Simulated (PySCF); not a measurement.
Structure with atom numbers: `[NH2:1][NH:2][c:3]1[cH:4][cH:5][cH:6][cH:7][cH:8]1`; H(Xn) means a hydrogen on atom n.

Geometry: PBE0-D3(BJ)/def2-SVP; GIAO shifts from PySCF 2.14, gas phase, non-relativistic, averaged over equivalent atoms.

At PBE0/pcSseg-0 (88 basis functions, 7.8 s wall time on 1 thread of an Arm Neoverse V1, shared host):
```csv
atoms,δ (ppm)
N2,98.9
N1,60.0
C3,157.3
C5/C7,139.6
C6,126.4
C4/C8,116.7
H(C5)/H(C7),7.11
H(C6),6.58
H(C4)/H(C8),6.12
H(N2),3.37
H(N1),1.84
```

Shifts are taken against calculated references (same method and geometry level): $^{15}$N (σref 266.02) against NH3; $^{13}$C (σref 193.52) and $^{1}$H (σref 32.83) vs TMS.

Task: Predict the values at PBE0/cc-pVDZ on the same geometry.

Result: 
```csv
atoms,δ at PBE0/cc-pVDZ,change
N2,100.1,+1.2
N1,58.8,-1.2
C3,148.2,-9.1
C5/C7,129.4,-10.2
C6,116.1,-10.3
C4/C8,106.8,-9.9
H(C5)/H(C7),7.07,-0.04
H(C6),6.57,-0.01
H(C4)/H(C8),6.16,+0.04
H(N2),4.02,+0.65
H(N1),2.08,+0.24
```

Scale: NH3 for $^{15}$N (273.12 ppm); $^{13}$C (196.75 ppm), $^{1}$H (31.29 ppm) vs TMS (reference shieldings calculated alike).

The largest change is at C6 (aromatic CH). Cost: 152 basis functions, 17 s wall time on 1 thread of an Arm Neoverse V1, shared host. The order of the carbon signals is the same at both levels.

Experimental scales use liquid or dissolved standards, which lie at an offset from isolated NH3 (liquid NH3: subtract about 20 ppm).
